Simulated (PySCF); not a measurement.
# Orbital picture of ZnO

PBEsol at R = 1.870 Å; basis Zn def2-TZVPP, O def2-TZVPP; no relativity; PySCF 2.14. State: ³Π (triplet), unpaired electrons σ ↑, π ↑. Only the outer orbitals are listed, counted within each symmetry.

```json
{"spin": "α", "orbital": "4π", "occ.": "1", "ε (eV)": "-8.91", "on Zn (%)": "8", "main shells (%)": "92 O p"}
{"spin": "α", "orbital": "9σ", "occ.": "1", "ε (eV)": "-8.84", "on Zn (%)": "38", "main shells (%)": "61 O p, 27 Zn s, 8 Zn d"}
{"spin": "α", "orbital": "4π", "occ.": "1", "ε (eV)": "-7.20", "on Zn (%)": "7", "main shells (%)": "93 O p"}
{"spin": "α", "orbital": "10σ", "occ.": "1", "ε (eV)": "-5.58", "on Zn (%)": "83", "main shells (%)": "66 Zn s, 17 O p, 16 Zn p"}
{"spin": "α", "orbital": "5π", "occ.": "0", "ε (eV)": "-1.50", "on Zn (%)": "99", "main shells (%)": "98 Zn p"}
{"spin": "α", "orbital": "5π", "occ.": "0", "ε (eV)": "-1.33", "on Zn (%)": "97", "main shells (%)": "95 Zn p"}
{"spin": "α", "orbital": "11σ", "occ.": "0", "ε (eV)": "0.29", "on Zn (%)": "107", "main shells (%)": "93 Zn p, 9 Zn s"}
{"spin": "β", "orbital": "9σ", "occ.": "1", "ε (eV)": "-7.79", "on Zn (%)": "40", "main shells (%)": "58 O p, 34 Zn s"}
{"spin": "β", "orbital": "4π", "occ.": "1", "ε (eV)": "-6.35", "on Zn (%)": "8", "main shells (%)": "92 O p"}
{"spin": "β", "orbital": "4π", "occ.": "0", "ε (eV)": "-5.73", "on Zn (%)": "10", "main shells (%)": "90 O p"}
{"spin": "β", "orbital": "10σ", "occ.": "0", "ε (eV)": "-4.19", "on Zn (%)": "79", "main shells (%)": "65 Zn s, 22 O p, 12 Zn p"}
{"spin": "β", "orbital": "5π", "occ.": "0", "ε (eV)": "-0.64", "on Zn (%)": "96", "main shells (%)": "96 Zn p"}
```

Q: Which are the highest filled and the lowest empty level, where do they sit, and how wide is the gap?

A: Highest filled α 10σ at -5.58 eV (in %: 66 Zn s, 17 O p, 16 Zn p); lowest empty β 4π at -5.73 eV (in %: 90 O p); the gap at PBEsol is -0.15 eV.

```
bond order (Mayer)                              : 1.03
⟨S²⟩                                            : 2.006
charge on Zn (Mulliken, basis-dependent)        : 0.30
charge on Zn (Löwdin, basis-dependent)          : 0.21
dipole moment (positive dipole means Zn(−)O(+)) : -2.09 D
```

Shares are Mulliken populations and can fall outside 0 to 100 %.

Counting both spins, an empty level lies below a filled one in this solution, because spin and occupation are held. The state was picked by a PBE0 search and need not be the measured ground state.
